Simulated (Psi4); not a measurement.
C₄H₁₁BiO (SMILES C[CH2][Bi]([OH])[CH2]C), singlet, geometry from GFN2-xTB (such geometries of metal compounds can be far from the true shape) (core potentials on Bi).

Input for Psi4:
```
memory 2 GB

molecule mol {
0 1
  Bi    0.115330    0.148171    0.541839
  C     1.041848   -1.449915   -0.802191
  C     1.216371   -1.001746   -2.239584
  H     0.395496   -2.322236   -0.746963
  H     2.003876   -1.713351   -0.371064
  H     1.872333   -0.134932   -2.288754
  H     0.257442   -0.740840   -2.682182
  H     1.661017   -1.793042   -2.844202
  C    -1.777328    0.288064   -0.718231
  C    -2.578810   -1.002002   -0.708208
  H    -1.484959    0.543175   -1.732128
  H    -2.372659    1.107977   -0.325636
  H    -2.880368   -1.264332    0.304613
  H    -1.992107   -1.823383   -1.113409
  H    -3.481137   -0.903912   -1.312903
  O     1.022801    1.758017   -0.457072
  H     0.853819    1.676153   -1.394134
}

set basis def2-sv(p)
set reference rks

energy('b3lyp')
print_variables()
```

Q: Predict the dipole moment from B3LYP/def2-SV(P) in Psi4.

A: 2.46 D

Q: What is the computed number of basis functions (B3LYP/def2-SV(P))?

A: 118

Q: Estimate the total energy that B3LYP/def2-SV(P) returns for this input.

A: -448.7540 Eh

Q: What nuclear repulsion energy does B3LYP/def2-SV(P) give?

A: 362.8676 Eh
